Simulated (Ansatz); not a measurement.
Consider the hydrogenolysis of the Al–Cl bond: `C[SiH2][Al]([F])[Cl]` + H₂ → `C[SiH2][AlH][F]` + HCl.

Gas-phase electronic energies from Ansatz, PBE0-D4/def2-TZVP geometries. CCSD(T)/CBS is the MP2 limit (def2-TZVPP, def2-QZVPP) plus CCSD(T) − MP2 in def2-TZVPP, frozen cores. This one scheme is used for every species. DFT in def2-TZVPP. Each species was taken in one conformer, which may not be the lowest.

CCSD(T)/CBS gives +37.3 kcal/mol.

Task: Another level gave +38.5 kcal/mol. Which?
A. MP2/def2-TZVPP
B. HF/def2-TZVPP
C. PBE0/def2-TZVPP
D. ωB97M-V/def2-TZVPP

Result: A. MP2/def2-TZVPP 38.5, PBE0 35.8, ωB97M-V 37.0, HF/def2-TZVPP 34.8 kcal/mol.

Largest T1 diagnostic among the species: 0.012.

In def2-TZVPP, CCSD(T) changes the Hartree–Fock value by +1.4 kcal/mol (the triples alone add +0.7 kcal/mol) and MP2 by +3.8 kcal/mol. The D4 term adds +1.5 kcal/mol with B3LYP and +0.8 kcal/mol with PBE0; it sums over pairs of atoms, weighted by their polarisabilities, and B3LYP, whose exchange is more repulsive, gets the larger term.

B3LYP here is the variant with VWN-RPA as its local correlation; programs differ in this.
